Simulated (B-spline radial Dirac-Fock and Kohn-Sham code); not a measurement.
# f′ and f″ of Eu, 4 keV to 71.01 keV

The computed values come from an atomic code on a B-spline grid: the dispersion relation over Dirac-Hartree-Slater subshell photoionisation cross sections, with the Kissel-Pratt high-energy constant (isolated atom, no bound-bound lines or fine structure). The forward scattering factor is f₀ + f′ + i f″.

Edges near this range: K 48519.0 eV, L1 8052.0 eV, L2 7617.0 eV, L3 6977.0 eV.

| hν (eV) | λ (Å) | f′ (e) | f″ (e) | tabulated f′ | tabulated f″ |
| --- | --- | --- | --- | --- | --- |
| 4000 | 3.100 | -4.343 | 8.852 | -4.34 | 8.41 |
| 4510.9 | 2.749 | -4.654 | 7.374 | -4.65 | 6.99 |
| 4835 | 2.564 | -4.945 | 6.626 | -4.94 | 6.30 |
| 5006 | 2.477 | -5.128 | 6.279 | -5.13 | 5.97 |
| 5414.7 | 2.290 | -5.654 | 5.555 | -5.69 | 5.27 |
| 5579 | 2.222 | -5.909 | 5.301 | -5.95 | 5.03 |
| 5679 | 2.183 | ? | ? | ? | ? |
| 6000 | 2.066 | -6.735 | 4.726 | -6.82 | 4.50 |
| 6403.9 | 1.936 | -7.955 | 4.262 | -8.07 | 4.08 |
| 6930.3 | 1.789 | -13.434 | 3.757 | -13.77 | 3.70 |
| 8047.8 | 1.541 | -8.992 | 11.330 | -7.73 | 11.48 |
| 8675 | 1.429 | -4.099 | 11.683 | -4.13 | 11.58 |
| 9251.7 | 1.340 | -2.721 | 10.566 | -2.75 | 10.45 |
| 9585 | 1.294 | -2.188 | 9.992 | -2.22 | 9.86 |
| 10250 | 1.210 | -1.443 | 8.979 | -1.46 | 8.82 |
| 11430 | 1.085 | -0.700 | 7.533 | -0.72 | 7.35 |
| 12000 | 1.033 | -0.491 | 6.959 | -0.51 | 6.78 |
| 13420 | 0.9239 | -0.199 | 5.787 | -0.23 | 5.64 |
| 14630 | 0.8475 | -0.101 | 5.011 | -0.12 | 4.88 |
| 15000 | 0.8266 | -0.087 | 4.805 | -0.11 | 4.68 |
| 15010 | 0.8260 | -0.087 | 4.800 | -0.11 | 4.68 |
| 17479.3 | 0.7093 | -0.108 | 3.710 | -0.13 | 3.60 |
| 22162.9 | 0.5594 | -0.345 | 2.466 | -0.37 | 2.40 |
| 22320 | 0.5555 | -0.354 | 2.436 | -0.38 | 2.37 |
| 23750 | 0.5220 | -0.439 | 2.187 | -0.46 | 2.13 |
| 24209.8 | 0.5121 | -0.467 | 2.115 | -0.49 | 2.07 |
| 30000 | 0.4133 | -0.812 | 1.449 | -0.83 | 1.43 |
| 40000 | 0.3100 | -1.498 | 0.866 | -1.50 | 0.84 |
| 71010 | 0.1746 | -0.334 | 1.815 | -0.34 | 1.81 |

Problem. What are f′ and f″ at 5679 eV?

Solution. f′ = -6.080 and f″ = 5.155 electrons (tables: -6.11 and 4.90). By the optical theorem f″ corresponds to a photoabsorption cross section 2 rₑ λ f″ = 63400 b.

Tabulated f′: xraylib 4.2 anomalous scattering factors (Cullen et al., EPDL97); f″: Chantler's tables (J. Phys. Chem. Ref. Data 1995 and 2000). Both are theoretical tables.
